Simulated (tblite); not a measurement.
C6H5BO2SSe.
Cartesian coordinates in Å at the GFN2-xTB level; atoms count from 1:
```xyz
16
C6H5BO2SSe angstrom
O      3.5044   -0.7630    0.2796
B      2.6521    0.2987    0.3064
O      3.1676    1.5417    0.3798
C      1.0980    0.1393    0.2528
C      0.3637   -0.9906    0.0014
C     -1.0210   -0.7562    0.0199
Se    -2.5565   -1.7904   -0.2372
C     -3.5167   -0.2179    0.0800
C     -2.7341    0.8613    0.3285
C     -1.3526    0.5679    0.2947
S      0.0655    1.5231    0.5206
H      3.1088   -1.6311    0.2383
H      4.1245    1.5674    0.4075
H      0.8006   -1.9549   -0.1982
H     -4.5913   -0.2307    0.0501
H     -3.1206    1.8444    0.5318
```

Computed with GFN2-xTB (tblite): harmonic, unscaled wavenumbers at the GFN2-xTB geometry, gas phase. This tight-binding method is rough: wavenumbers can miss measured ones by several per cent, in bad cases by 10 to 20. One conformer, not necessarily the lowest.

Harmonic wavenumbers (cm⁻¹): 34.8, 76.1, 91.5, 171.5, 227.2, 235.2, 295.6, 347.6, 375.9, 398.9, 459.4, 461.8, 521.8, 529.5, 566.5, 584.3, 623.4, 652.8, 679.5, 726.4, 761.3, 805.0, 828.1, 857.7, 937.3, 946.6, 985.6, 1066.4, 1130.2, 1157.4, 1236.5, 1283.5, 1302.4, 1346.5, 1421.2, 1475.4, 1493.4, 3100.8, 3112.7, 3126.0, 3620.5, 3661.7.

A = 1783, B = 378.8, C = 312.8 MHz; mass 231.927 u (most abundant isotopes); point group C1, symmetry number 1.

Q: Zero-point energy?

A: ½Σν̃ = 21858 cm⁻¹ = 62.49 kcal/mol.

Q: Entropy at 298.15 K, 1 bar (ideal gas, RRHO, classical rotation)?

A: Translation 42.25, rotation 31.70, vibration 30.51: S = 104.5 cal/(mol K).

Q: And Cp and H(298.15 K) − H(0)?

A: Cp = 41.83 cal/(mol K), of which vibrations give 33.88 (their classical limit is 42 R = 83.5); H(298.15 K) − H(0) = 7.27 kcal/mol without the zero-point energy, 4.90 from vibrations.

Q: What must be added to the electronic energy to get the Gibbs energy at 298.15 K and 1 bar?

A: ZPE + [H(298.15 K) − H(0)] − T·S = 62.49 + 7.27 − 31.15 = 38.61 kcal/mol.

Q: Which modes carry the vibrational entropy at 298.15 K?

A: 34.8 cm⁻¹: 5.54; 76.1 cm⁻¹: 3.99; 91.5 cm⁻¹: 3.63; 171.5 cm⁻¹: 2.42; 227.2 cm⁻¹: 1.90; 235.2 cm⁻¹: 1.84 cal/(mol K); the other 36 give 11.20 together.

Q: How do the functions run with temperature in this model?

A: 
```tsv
T (K)	S (cal/(mol K))	Cp (cal/(mol K))	H − H(0) (kcal/mol)	G − H(0) (kcal/mol)	ln q(vib)
50	63.3	12.9	0.51	-2.66	0.66
100	73.8	18.2	1.28	-6.10	1.85
373.15	114.7	49.1	10.69	-32.10	9.17
500	130.4	58.4	17.54	-47.66	12.68
750	156.4	69.3	33.64	-83.63	19.21
1000	177.2	75.5	51.81	-125.41	25.06
```

q(vib) and H(0) count from the zero-point level.

Hindered rotation and anharmonicity are outside this model. Other conformers, if any are populated, would add a mixing term that is left out. The structure is chiral; the term R ln 2 for an equal mix with its mirror image is left out.
